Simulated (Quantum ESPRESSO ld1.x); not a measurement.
Problem. Radial electron density D(r) = 4 pi r^2 rho(r) of an atom or ion with 32 electrons. Method: non-relativistic Kohn-Sham, rPW86 exchange with PBE correlation, spin-unpolarised, spherical densities, point nucleus; computed with ld1.x of Quantum ESPRESSO 7.5.

r (bohr),D(r) (e/bohr)
0.002455,1.457
0.003327,2.532
0.004509,4.311
0.006062,7.055
0.008215,11.29
0.01113,17.22
0.01497,24.39
0.02029,32.03
0.0275,37.63
0.03697,38.68
0.0501,35.13
0.0679,31.58
0.09129,34.45
0.1237,42.80
0.1677,44.51
0.2254,33.59
0.3055,23.24
0.4141,25.82
0.5567,28.43
0.7545,19.84
1.014,9.091
1.375,3.593
1.863,2.004
2.505,1.224
3.395,0.5723
4.601,0.2932
6.186,0.2076
8.383,0.09706
11.36,0.01867
15.28,0.001389

What is the nuclear charge?

Solution. Z = 32. The innermost maximum, from 1s, lies near 1/Z = 0.0312 bohr (found: 0.0339), and its height grows with Z. The density is that of neutral germanium in [Ar] 3d10 4s1 4p2 5s1; the configuration itself is not fixed sharply by these data, and Z only to about a unit. D(r) has 3 maxima, at r = 0.0339, 0.150, 0.522 bohr, and minima at 0.0707, 0.328 bohr, inside which lie 2.09, 10.97 electrons.
